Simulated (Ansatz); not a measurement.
Consider the isomerisation: `C=C([SiH3])[SiH2]C` → `C[SiH2]/C=C/[SiH3]`.

Isolated molecules relaxed with PBE0-D4/def2-TZVP in Ansatz; ΔE leaves out vibrations. CCSD(T)/CBS is the MP2 limit (def2-TZVPP, def2-QZVPP) plus CCSD(T) − MP2 in def2-TZVPP, frozen cores. Functionals use def2-TZVPP. B3LYP here is the variant with VWN-RPA as its local correlation; programs differ in this. One conformer a species, not always the lowest.

Question: Is it downhill or uphill in electronic energy at CCSD(T)/CBS, and by how much? (Best estimate.)

Answer: The calculation gave: Uphill: ΔE = +6.3 kJ/mol.

Question: What do these levels give: PBE-D4, revPBE-D4, BLYP-D4, PBE0-D4, ωB97M-V, B2PLYP, BLYP, B3LYP, CAM-B3LYP, RPA@PBE/def2-TZVPP, CCSD(T)/def2-SVP, CCSD(T)/def2-TZVPP? (Estimate.)

Answer: The calculation gave: PBE-D4 5.9, revPBE-D4 6.7, BLYP-D4 5.7, PBE0-D4 6.4, ωB97M-V 6.3, B2PLYP 3.2, BLYP -1.1, B3LYP 0.3, CAM-B3LYP 1.5, RPA@PBE/def2-TZVPP 6.3, CCSD(T)/def2-SVP 6.2, CCSD(T)/def2-TZVPP 6.2 kJ/mol.

Largest T1 diagnostic among the species: 0.011.

In def2-TZVPP, CCSD(T) changes the Hartree–Fock value by +5.5 kJ/mol (the triples alone add +1.0 kJ/mol) and MP2 by +7.2 kJ/mol. Leaving LDA and LC-ωPBE aside and taking each functional with its dispersion term where it has one, the values, not all of them listed here, spread over 3.9 kJ/mol, from B2PLYP to BHLYP-D4. LDA lies +3.2 kJ/mol from PBE without D4. The D4 term adds +5.7 kJ/mol with B3LYP and +3.2 kJ/mol with PBE0; it sums over pairs of atoms, weighted by their polarisabilities, and B3LYP, whose exchange is more repulsive, gets the larger term.
